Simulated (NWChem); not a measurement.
System: C2H3Cl2F; SMILES CC(F)(Cl)Cl

Input file for NWChem:

```
start job
memory heap 200 mb stack 900 mb global 1100 mb
geometry units angstroms noautosym nocenter noautoz
  C     -1.319381    -1.111717     0.000000
  C     -0.342758     0.033215     0.000000
  F     -1.000098     1.202752     0.000000
  Cl     0.689234    -0.012536     1.454628
  Cl     0.689234    -0.012536    -1.454628
  H     -1.949254    -1.041749    -0.897822
  H     -0.785487    -2.069463     0.000000
  H     -1.949254    -1.041749     0.897822
end
basis spherical
  * library def2-svp
end
dft
  xc m05-2x
  iterations 150
end
cosmo
  do_cosmo_smd true
  solvent propnol2
end
task dft energy
```

Output (shortened):

```
             Northwest Computational Chemistry Package (NWChem) 7.3.0
             --------------------------------------------------------

                             Geometry "geometry" -> ""
                             -------------------------

 Output coordinates in angstroms (scale by  1.889725989 to convert to a.u.)

  No.       Tag          Charge          X              Y              Z
 ---- ---------------- ---------- -------------- -------------- --------------
    1 C                    6.0000    -1.31938100    -1.11171700     0.00000000
    2 C                    6.0000    -0.34275800     0.03321500     0.00000000
    3 F                    9.0000    -1.00009800     1.20275200     0.00000000
    4 Cl                  17.0000     0.68923400    -0.01253600     1.45462800
    5 Cl                  17.0000     0.68923400    -0.01253600    -1.45462800
    6 H                    1.0000    -1.94925400    -1.04174900    -0.89782200
    7 H                    1.0000    -0.78548700    -2.06946300     0.00000000
    8 H                    1.0000    -1.94925400    -1.04174900     0.89782200

 Effective nuclear repulsion energy (a.u.)     299.2545926972

                                 NWChem DFT Module
                                 -----------------

 Summary of "ao basis" -> "ao basis" (spherical)
 ------------------------------------------------------------------------------
       Tag                 Description            Shells   Functions and Types
 ---------------- ------------------------------  ------  ---------------------
 C                          def2-svp                 6       14   3s2p1d
 F                          def2-svp                 6       14   3s2p1d
 Cl                         def2-svp                 8       18   4s3p1d
 H                          def2-svp                 3        5   2s1p

 in cosmo_initialize ...
 calling solv_data for solv:propnol2

 solvent parameters
 solvname_short: propnol2
 solvname_long:  2-propanol
 dielec:       19.2640
 dielecinf:     1.8978
 nonaqueous SMD model solvent descriptors
 dielec:       19.2640
 sola:          0.3300
 solb:          0.5600
 solc:          0.0000
 solg:         30.1300
 solh:          0.0000
 soln:          1.3776

          ---------------
          -cosmo- solvent
          ---------------
 Cosmo: York-Karplus, doi: 10.1021/jp992097l
 dielectric constant -eps-     =  19.26
 screen = (eps-1)/(eps    )    =   0.94809
 surface charge correction     = lagrangian

[...]

                                COSMO-SMD solvation results
                                ---------------------------

             internal energy in gas <Psi(g)|H|Psi(g)> =     -1097.792651780490
         internal energy in solvent <Psi(s)|H|Psi(s)> =     -1097.792061652195
                               delta internal energy  =         0.000590128295 (    0.37 kcal/mol)
   total free energy in solvent <Psi(s)|H+V/2|Psi(s)> =     -1097.797148165349
 polarization energy contribution <Psi(s)|V/2|Psi(s)> =        -0.005086513154 (   -3.19 kcal/mol)
    total free energy in solvent including G(SMD-CDS) =     -1097.799918257159
                       G(SMD-CDS) energy contribution =        -0.002770091809 (   -1.74 kcal/mol)
     1 M fixed-concentration free energy of solvation =        -0.007266476668 (   -4.56 kcal/mol)

                       DFT Final Molecular Orbital Analysis
                       ------------------------------------

 Vector   27  Occ=2.000000D+00  E=-3.903277D-01
              MO Center=  5.6D-01, -2.0D-02, -7.2D-05, r^2= 3.4D+00
   Bfn.  Coefficient  Atom+Function         Bfn.  Coefficient  Atom+Function
  ----- ------------  ---------------      ----- ------------  ---------------
    54      0.457479  4 Cl py                72     -0.457504  5 Cl py
    51      0.340401  4 Cl py                69     -0.340419  5 Cl py
    48      0.195160  4 Cl py                66     -0.195171  5 Cl py
    34      0.128339  3 F  pz                37     -0.089540  3 F  pz
     6      0.088915  1 C  pz                79     -0.075234  6 H  s

 Vector   28  Occ=2.000000D+00  E=-3.900521D-01
              MO Center=  3.5D-01, -1.2D-01,  7.2D-05, r^2= 3.5D+00
   Bfn.  Coefficient  Atom+Function         Bfn.  Coefficient  Atom+Function
  ----- ------------  ---------------      ----- ------------  ---------------
    54      0.347180  4 Cl py                72      0.347148  5 Cl py
    51      0.256848  4 Cl py                69      0.256824  5 Cl py
    53      0.246985  4 Cl px                71      0.246985  5 Cl px
     4      0.196935  1 C  px                50      0.177304  4 Cl px
    68      0.177304  5 Cl px                 3      0.163041  1 C  s

 Vector   29  Occ=2.000000D+00  E=-3.737328D-01
              MO Center=  6.2D-01, -2.5D-02,  6.1D-07, r^2= 3.4D+00
   Bfn.  Coefficient  Atom+Function         Bfn.  Coefficient  Atom+Function
  ----- ------------  ---------------      ----- ------------  ---------------
    55     -0.347461  4 Cl pz                73     -0.347461  5 Cl pz
    53      0.328007  4 Cl px                71     -0.328007  5 Cl px
    52     -0.258447  4 Cl pz                70     -0.258447  5 Cl pz
    50      0.244988  4 Cl px                68     -0.244987  5 Cl px
    49     -0.147477  4 Cl pz                67     -0.147477  5 Cl pz

 Vector   30  Occ=0.000000D+00  E= 6.281239D-02
              MO Center=  3.2D-01, -8.4D-02, -2.8D-08, r^2= 2.9D+00
   Bfn.  Coefficient  Atom+Function         Bfn.  Coefficient  Atom+Function
  ----- ------------  ---------------      ----- ------------  ---------------
    17      1.060369  2 C  s                 21      0.660580  2 C  px
    55      0.645151  4 Cl pz                73     -0.645151  5 Cl pz
    46     -0.543474  4 Cl s                 64     -0.543474  5 Cl s
    16      0.477374  2 C  s                 18      0.456599  2 C  px
    22     -0.277940  2 C  py                53      0.272812  4 Cl px

[...]
```

Level: M05-2X/def2-SVP, SMD on the gas-phase geometry. Coordinates come from a PBE0/def2-SVP optimisation. Solvent: 2-propanol.
